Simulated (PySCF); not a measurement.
Removing an electron from `CC(C)(C)[Si@@H](O)C1CC1`

Species: C7H16OSi.
Geometry (PBE0-D3(BJ)/def2-SVP, Å), atoms numbered from 1 in this order:
```xyz
25
C7H16OSi angstrom
C     -1.941    1.280    1.080
C     -0.885    0.696    0.137
C     -1.483   -0.472   -0.653
C     -0.379    1.777   -0.821
Si     0.560    0.059    1.175
O     -0.106   -1.090    2.197
C      1.948   -0.659    0.159
C      3.026    0.253   -0.380
C      3.353   -0.702    0.717
H     -2.294    0.528    1.803
H     -2.816    1.635    0.507
H     -1.548    2.137    1.651
H     -1.818   -1.280    0.015
H     -2.355   -0.134   -1.240
H     -0.756   -0.899   -1.364
H      0.381    1.387   -1.516
H     -1.211    2.174   -1.428
H      0.067    2.628   -0.280
H      1.165    1.187    1.965
H      0.516   -1.590    2.733
H      1.680   -1.501   -0.490
H      2.973    1.319   -0.136
H      3.413    0.047   -1.381
H      3.530   -0.292    1.718
H      3.969   -1.573    0.481
```

Level: CAM-B3LYP/def2-SVPD (PySCF). Frontier orbitals with their largest atomic shares (Löwdin; up to four atoms above 4 %):

```
orbital  ε (eV)                            main atoms
 HOMO−3  -10.41     C9 26 %, C8 20 %, C7 15 %, O6 7 %
 HOMO−2  -10.08     C7 33 %, C8 17 %, C9 16 %, O6 7 %
 HOMO−1   -9.47   O6 22 %, C7 20 %, Si5 15 %, C8 13 %
   HOMO   -8.83                                     ?
   LUMO    0.93  O6 30 %, Si5 19 %, H20 15 %, H24 6 %
 LUMO+1    1.44    C4 12 %, C8 10 %, H23 8 %, H16 7 %
 LUMO+2    1.70    C9 16 %, H25 14 %, H23 8 %, C8 8 %
```

Question: What vertical ionisation energy does ΔSCF give, and how far is −ε(HOMO) from it?

Answer: ΔSCF: 9.39 eV (906 kJ/mol; threshold wavelength 132 nm); ⟨S²⟩ of the doublet left behind is 0.756, against 0.75 for a pure doublet. −ε(HOMO) is 8.83 eV, 0.56 eV below it. In exact Kohn–Sham theory the two would be equal; CAM-B3LYP (range-separated hybrid) falls short of its own ΔSCF value by 6 %.

Question: On which atoms does the HOMO lie?

Answer: C2 (sp3 carbon bound to silicon) 27 %, Si5 (oxygen-bound silicon) 17 %, C7 (sp3 carbon bound to silicon) 8 %, C9 (three-membered-ring carbon) 7 %, so no atom holds as much as 40 %. The HOMO−1 lies 0.64 eV lower.

Question: With α = 110.8 au, estimate the like-pair dispersion coefficient by London's formula C6 = (3/4)α²I.

Answer: I = 0.3449 Eh, so C6 ≈ 3170 au, a rough estimate.

Question: What total energies stand behind the ΔSCF value?

Answer: E(N) = -640.61265 Eh and E(N − 1) = -640.26772 Eh at the same geometry, 0.34493 Eh apart.

The structure is a single PBE0-D3(BJ)/def2-SVP conformer in the gas phase; no vibrational or solvent corrections.
